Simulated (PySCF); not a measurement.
## Shifts of the heteroatoms

Cartesian coordinates in Å; atom numbers follow the order of the lines, from 1:
```xyz
18

C    -1.272    1.933    0.532
C    -0.793    0.772    0.081
C    -1.344   -0.573   -0.165
C    -2.520   -1.175    0.027
C    -0.005   -1.074   -0.669
F     0.540   -2.108    0.037
C     0.601    0.335   -0.339
O     1.514    0.376    0.700
C     2.797   -0.054    0.341
H    -2.324    2.047    0.805
H    -0.618    2.800    0.653
H    -3.375   -0.635    0.444
H    -2.655   -2.233   -0.208
H     0.013   -1.338   -1.741
H     0.992    0.855   -1.239
H     2.812   -1.120    0.056
H     3.447    0.086    1.216
H     3.205    0.542   -0.499
```

Method: shieldings: GIAO PBE0/pcSseg-1, PBE0-D3(BJ)/def2-SVP geometry, in PySCF 2.14.0 with density-fitted response routines (isolated molecule, single conformer, rapidly exchanging positions averaged, no relativistic terms).

Task: What are the 19F shifts?

Result: 
```csv
atoms,environment,σ (ppm),δ (ppm)
F6,fluorine on an sp3 carbon,398.1,-199.3
```

Shieldings were converted by a linear fit to measured shifts: 19F: δ = 160.63 − 0.942σ +14.9 on sp3 carbon (rms 6.9 ppm, 221 shifts, 7.7 ppm with the 5 outliers that the fit left out vs CFCl3, solution or neat liquid). Occasional misses reach two or three times the rms, and more in compound classes unlike the fitted ones.

On a 600 MHz spectrometer 19F resonates near 564.6 MHz, so 1 ppm is 564.6 Hz.

Task: Predict the 17O NMR data.

Result: 
| atoms | environment | σ (ppm) | δ (ppm) |
| --- | --- | --- | --- |
| O8 | ether oxygen | 301.2 | -4.5 |

Shieldings were converted by a linear fit to measured shifts: 17O: δ = 264.06 − 0.892σ (rms 13.4 ppm, 147 shifts, 14.2 ppm with the 1 outlier that the fit left out vs liquid water, solution or neat liquid). Occasional misses reach two or three times the rms, and more in compound classes unlike the fitted ones.

On a 300 MHz spectrometer 17O resonates near 40.7 MHz, so 1 ppm is 40.7 Hz.
